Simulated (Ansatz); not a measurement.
Mulliken charges of `OBS[S][GaH2]` from PBE/def2-TZVPP in Ansatz (PBE0-D4/def2-TZVP geometry).

| atom | x (Å) | y (Å) | z (Å) | charge (e) |
| --- | --- | --- | --- | --- |
| O1 | 1.084 | 1.623 | -0.337 | -0.188 |
| B2 | 1.519 | 0.372 | -0.221 | 0.108 |
| S3 | 0.495 | -1.049 | -0.831 | -0.039 |
| S4 | -1.239 | -0.055 | -1.458 | -0.248 |
| Ga5 | -1.453 | -0.773 | 0.711 | 0.191 |
| H6 | 0.193 | 1.645 | -0.743 | 0.196 |
| H7 | 2.579 | 0.098 | 0.250 | 0.021 |
| H8 | -2.117 | -2.168 | 0.870 | -0.023 |
| H9 | -1.060 | 0.308 | 1.759 | -0.018 |

**Question.** By hand: the dipole of these point charges (1 e Å = 4.8032 D).

**Answer.** Σ q r = (0.130, 0.011, 0.377) e Å, of length 0.399 e Å = 1.92 D.

**Question.** How does the dipole of the full density compare? (Estimate.)

**Answer.** Ansatz gave: (-0.066, -0.050, 0.077) e Å, 0.54 D; the point charges give 3.56 times that, at 64° from its direction.

Point charges leave out the atoms' own dipoles, such as those of lone pairs, and Mulliken's split depends on the basis, so the two needn't agree.
